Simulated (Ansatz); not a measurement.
Geometry optimisation, RKS BLYP-D4/def2-SVP (Ansatz 0.2.0).

Input file:

```yaml
crystal:
  periodic: [false, false, false]
  atoms:
    - { symbol: Ga, position_ang: [0.0, 0.0, 0.0] }
    - { symbol: H, position_ang: [0.0, 0.0, 1.57] }
    - { symbol: H, position_ang: [1.3596, 0.0, -0.785] }
    - { symbol: C, position_ang: [-1.7147, 0.0, -0.99] }
    - { symbol: H, position_ang: [-2.2748, -0.9305, -0.7608] }
    - { symbol: H, position_ang: [-2.3188, 0.8797, -0.6846] }
    - { symbol: H, position_ang: [-1.513, 0.0508, -2.0803] }
basis:
  gaussian: { orbitals: def2-SVP }
hamiltonian:
  xc: blyp
  dispersion: d4
relax:
  f_tol: 0.02
  max_steps: 40
```

Run as:

```bash
$ ansatz run input.yaml --threads 1 --pin off --max-ram 2048MiB --backend cpu --events-out ev --progress --plain --runs-dir out
```

Where does it end, and by what steps?

The forces met the threshold. After 3 steps the energy has fallen by 0.016 eV; H7 moved furthest, 0.06 Å.

| step | energy less start (eV) | largest force component (eV/Å) | accepted |
| --- | --- | --- | --- |
| 0 | 0.0000 | 0.268 | yes |
| 1 | -0.0154 | 0.108 | yes |
| 2 | -0.0163 | 0.049 | yes |
| 3 | -0.0164 | 0.006 | yes |

```xyz
7
Properties=species:S:1:pos:R:3
Ga 0.017 0.001 -0.005
H 0.001 -0.002 1.586
H 1.415 -0.002 -0.761
C -1.709 0.003 -1.006
H -2.283 -0.915 -0.758
H -2.332 0.864 -0.684
H -1.570 0.050 -2.103
```

Run time: 8.2 s on 1 thread of Arm Neoverse V1, with other jobs on the host, peak memory 0.12 GiB.
